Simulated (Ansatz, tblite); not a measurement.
Removing and adding an electron: `COCCOS(=O)(=O)CC(F)(F)C(F)F`. Total charge 0; singlet. Geometry: PBE-D4/def2-SVP. Ansatz, gas phase; energy differences of separate SCF runs; the oxidised species was run as a doublet alone; the reduced species was run as a doublet alone.

```xyz
25

C     2.029   -1.519    0.221
O     1.777   -0.406    1.068
C     1.201   -0.721    2.322
C    -0.268   -1.123    2.264
O    -1.106   -0.040    1.814
S    -1.560   -0.009    0.203
O    -2.907    0.562    0.198
O    -1.247   -1.317   -0.403
C    -0.377    1.244   -0.387
C    -0.156    1.293   -1.891
F     0.417    0.137   -2.334
F     0.733    2.312   -2.132
C    -1.391    1.576   -2.772
F    -2.018    2.687   -2.300
F    -2.245    0.525   -2.724
H     1.093   -1.999   -0.141
H     2.663   -2.279    0.736
H     2.579   -1.134   -0.659
H     1.768   -1.543    2.826
H     1.306    0.192    2.944
H    -0.625   -1.374    3.285
H    -0.431   -2.011    1.619
H    -0.760    2.214   -0.024
H     0.591    0.983    0.092
H    -1.069    1.750   -3.825
```

The xTB rows come from tblite. HOMO above LUMO, or a gap near zero within one spin, warns that the state may not be the lowest or that an electron is smeared out.

| level | −HOMO (eV) | vertical IE (eV) | −LUMO (eV) | vertical EA (eV) | HOMO–LUMO gap (eV) | IE − EA (eV) | remarks |
| --- | --- | --- | --- | --- | --- | --- | --- |
| GFN1-xTB | 12.64 | 15.42 | 7.37 | 4.28 | 5.27 | 11.14 | – |
| GFN2-xTB | 11.55 | 14.31 | 5.70 | 2.74 | 5.85 | 11.56 | – |
| PBE-D4/def2-SVP | 6.27 | 9.11 | 0.58 | -1.97 | 5.69 | 11.07 | HOMO above zero (-1 doublet), gap within one spin near zero (-1 doublet) |
| PBE0-D4/def2-SVP | 7.94 | 9.91 | -0.45 | -2.22 | 8.39 | 12.12 | HOMO above zero (-1 doublet) |

Relaxing the oxidised species (PBE-D4/def2-SVP) changes its energy by -0.31 eV at PBE-D4/def2-SVP, so the adiabatic ionisation energy to this nearest minimum is 8.80 eV. At PBE0-D4/def2-SVP it is 9.43 eV.     A HOMO above zero means that the electron is unbound at that level or that self-interaction error raises the level; the energy of removing that electron tells which. Raw xTB energy differences between charge states are shifted by several eV; the methods need an empirical correction for them. Sets without diffuse functions give affinities that are too small. A negative affinity means that the extra electron isn't bound; its size then hangs on the basis.
